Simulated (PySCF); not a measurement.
Mo(O)(NH)(F)(OH) (FH2MoNO2), SMILES [NH]=[Mo]([OH])([F])=[O], multiplicity 1. Heavy atoms are numbered as in [Mo:1](=[O:2])(=[NH:3])([F:5])[OH:6]. Hydrogens are named by the atom that carries them.

Geometry: B3LYP-D3(BJ)/def2-SVP. The multiplicity is an assumed one; no other spin state was optimised. The structure was generated by enumeration; whether it is a known compound was not checked. The def2 effective core potentials stand for the cores of Mo; spin–orbit coupling is left out. One conformer was computed; it need not be the lowest.

All values below come from PBE/def2-TZVP run with PySCF.

ESP charges are fitted to the potential on shells at 1.4 to 2.0 van der Waals radii. Atomic charges (e), one atom of each kind:

```
atom     Löwdin  Mulliken  ESP fit
-------  ------  --------  -------
Mo1        0.73      1.59        ?
O2        -0.25     -0.51    -0.43
N3 (NH)   -0.32     -0.60        ?
H on N3    0.16      0.25        ?
F5        -0.23     -0.43    -0.31
O6 (OH)   -0.27     -0.65    -0.63
H on O6    0.18      0.35     0.41
```

Question: Fill in the missing entries. (Estimate from the structure and the level; the computed values follow.)

Answer: 
- Mo1, ESP fit: 1.34
- N3 (NH), ESP fit: -0.80
- H on N3, ESP fit: 0.41
